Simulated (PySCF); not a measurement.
Optical rotation: C3H8AsBO

Geometry:
```
atom   x (Å)   y (Å)   z (Å)
  O1   2.854   0.258   0.792
  C2   1.667   0.092   0.765
  C3   0.783   0.260  -0.423
  B4   0.431  -1.157  -1.036
 As5  -1.652  -0.194   1.214
  C6  -0.555   0.912  -0.025
  H7   1.114  -0.247   1.676
  H8   1.293   0.901  -1.151
  H9   0.462  -2.113  -0.362
 H10   0.097  -1.223  -2.153
 H11  -2.884   0.649   1.002
 H12  -2.130  -1.129   0.138
 H13  -1.131   1.123  -0.929
 H14  -0.351   1.870   0.469
```

Computed, not measured: TDDFT CAM-B3LYP/def2-SVPD circular dichroism and optical rotation, one conformer, gas phase (PySCF 2.14.0). Geometry: GFN2-xTB.

The bonding changed while the geometry was optimised; results refer to the coordinates, not to the name. The molecule is flexible and this is one conformer; a measurement averages over conformers. The calculation is non-relativistic, which matters for the atoms heavier than Zn.

Stereocentres: C3 R.

**Question.** Give the optical rotatory dispersion at 633, 589.3, 546, 436, 405, 365, 355 nm.

**Answer.** [α] in deg dm⁻¹ (g/mL)⁻¹:
| λ (nm) | origin-invariant length gauge | modified velocity gauge | length gauge (centre of mass) | isotropic polarisability (au) |
| --- | --- | --- | --- | --- |
| 633 | -45.7 | -52.3 | -44.9 | 85.2 |
| 589.3 | -46.9 | -54.9 | -46.1 | 85.6 |
| 546 | -44.9 | -54.6 | -43.9 | 86.0 |
| 436 | +31.4 | +11.8 | +32.8 | 88.0 |
| 405 | +127.4 | +101.5 | +128.9 | 89.0 |
| 365 | +488.9 | +445.9 | +490.2 | 90.7 |
| 355 | +690.9 | +639.8 | +692.0 | 91.2 |

**Question.** And for the mirror image at 589.3 nm?

**Answer.** +46.9 deg dm⁻¹ (g/mL)⁻¹ (origin-invariant length gauge): the same size and the opposite sign.

**Question.** What is the molar rotation [Φ] = [α]·M/100 of the geometry above at 589.3 nm?

**Answer.** With M = 145.83 g/mol, -68.4 deg cm² dmol⁻¹ (origin-invariant length gauge).

The first excitation lies at 4.26 eV (291 nm) with R = +19.4 × 10⁻⁴⁰ esu² cm² (velocity form).
